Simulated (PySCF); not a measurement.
Job file and geometry (Å, from GFN2-xTB) of an NMR shielding run on SMILES C=C(CB(Cl)Cl)C(C)=O, C₅H₇BCl₂O, GIAO PBE0/pcSseg-1 NMR shielding, non-relativistic, gas phase (PySCF 2.14.0, density-fitted response routines); density fitting, a coarse starting grid and PySCF grid level 2 are the driver's defaults:

```
$ OMP_NUM_THREADS=1 python probes_run.py task.json out

{"job": {"kind": "nmr", "xc": "PBE0", "basis": "pcSseg-1"}, "charge": 0, "multiplicity": 1}
C      0.237049    -1.862513    -1.111121
C      0.189639    -0.642677    -0.579600
C     -1.047941     0.215390    -0.632613
B     -1.841837     0.300283     0.749263
Cl    -1.783013    -0.994901     1.875030
Cl    -2.816892     1.670267     1.111421
C      1.406162    -0.133439     0.119361
C      1.319065     1.247632     0.719043
O      2.415571    -0.795393     0.192420
H      1.138071    -2.447863    -1.035829
H     -0.599075    -2.306294    -1.623962
H     -1.722327    -0.221459    -1.376458
H     -0.800618     1.211548    -1.003614
H      2.236830     1.461847     1.260693
H      0.469098     1.319743     1.394239
H      1.192621     1.986773    -0.069684
```

Task: Write the output of this run.

Result: 
```
coarse grid: 15192 points
cycle   1  E = -1214.3532626788  dE =  1.313e+00  |g| = 8.346e-01  |ddm| = 3.763e+00
cycle   2  E = -1213.9244221035  dE =  4.288e-01  |g| = 1.694e+00  |ddm| = 3.187e+00
cycle   3  E = -1214.4919460520  dE = -5.675e-01  |g| = 2.011e-01  |ddm| = 2.559e+00
cycle   4  E = -1214.5008735634  dE = -8.928e-03  |g| = 6.316e-02  |ddm| = 2.324e-01
cycle   5  E = -1214.5017437125  dE = -8.701e-04  |g| = 1.498e-02  |ddm| = 6.971e-02
cycle   6  E = -1214.5017930156  dE = -4.930e-05  |g| = 5.277e-03  |ddm| = 1.575e-02
cycle   7  E = -1214.5017985032  dE = -5.488e-06  |g| = 2.165e-03  |ddm| = 5.395e-03
final grid: 139552 points
cycle   8  E = -1214.5621737640  dE = -4.305e-05  |g| = 1.403e-02  |ddm| = 4.165e-02
cycle   9  E = -1214.5620770437  dE =  9.672e-05  |g| = 2.634e-02  |ddm| = 3.596e-02
cycle  10  E = -1214.5622121740  dE = -1.351e-04  |g| = 2.869e-03  |ddm| = 2.662e-02
cycle  11  E = -1214.5622137254  dE = -1.551e-06  |g| = 5.845e-04  |ddm| = 2.657e-03
cycle  12  E = -1214.5622137927  dE = -6.733e-08  |g| = 2.592e-04  |ddm| = 6.696e-04
cycle  13  E = -1214.5622138094  dE = -1.668e-08  |g| = 5.264e-05  |ddm| = 2.786e-04
cycle  14  E = -1214.5622138100  dE = -5.898e-10  |g| = 1.624e-05  |ddm| = 6.483e-05
converged SCF energy = -1214.5622138100

GIAO shielding tensors (ppm)
atom      isotropic    diamagn.    paramagn.     s11        s22        s33       span
  0 C       50.327     251.630    -201.302    -57.747     46.620    162.108    219.856
  1 C       38.361     264.269    -225.908    -78.343     47.715    145.711    224.053
  2 C      145.959     250.582    -104.624    131.270    141.518    165.087     33.817
  3 B       36.655     190.736    -154.080     -7.134     29.492     87.609     94.743
  4 Cl     656.400    1148.145    -491.745    347.616    680.015    941.569    593.953
  5 Cl     660.128    1146.751    -486.623    365.517    721.303    893.564    528.046
  6 C      -12.266     246.796    -259.062   -102.448    -33.290     98.940    201.388
  7 C      155.109     253.884     -98.775    139.529    144.477    181.320     41.791
  8 O     -315.245     399.003    -714.248   -897.866   -400.036    352.167   1250.032
  9 H       24.827      31.474      -6.647     22.393     23.347     28.742      6.348
 10 H       26.060      31.181      -5.121     22.213     25.538     30.429      8.216
 11 H       29.220      30.659      -1.438     25.119     29.009     33.534      8.415
 12 H       28.839      31.704      -2.865     26.388     28.503     31.626      5.237
 13 H       29.593      28.848       0.745     26.044     27.690     35.044      9.000
 14 H       29.907      31.407      -1.500     25.339     30.122     34.261      8.923
 15 H       29.465      30.498      -1.032     25.650     29.754     32.992      7.342
```

Size and cost of the density-fitted run: 202 basis functions, 50 s wall time on 1 thread of an Arm Neoverse V1, shared host; peak memory 0.87 GiB.
